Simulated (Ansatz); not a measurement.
Cartesian coordinates in Å:
```
B 0.5172 -0.7776 -1.7869
Ge 0.2066 0.4680 -0.1845
C -1.1084 -0.2129 1.0991
O 1.7830 0.6570 0.6545
H 1.5932 -1.2333 -2.0281
H -0.3978 -1.0620 -2.5023
H -0.2592 1.8745 -0.6511
H -0.7857 -1.1762 1.4957
H -2.0809 -0.3352 0.6187
H -1.2164 0.4885 1.9280
H 1.7486 1.3092 1.3570
```

Total charge 0; spin multiplicity 1.

(1) List the ωB97M-V/def2-TZVPP orbital energies in eV (Ansatz). (Best estimate.)

Results:

(1) Computed: Occupied: -10866.29, -1362.10, -1209.83, -1209.82, -1209.81, -525.44, -281.22, -188.52, -173.93, -123.20, -123.16, -123.13, -36.12, -35.99, -35.95, -35.90, -35.90, -29.67, -22.30, -18.24, -16.19, -15.02, -13.96, -13.87, -12.48, -12.12, -11.75, -10.37, -10.14. Lowest empty: -0.46, 2.23, 2.63, 3.10, 3.43, 4.02, 4.27, 4.51.
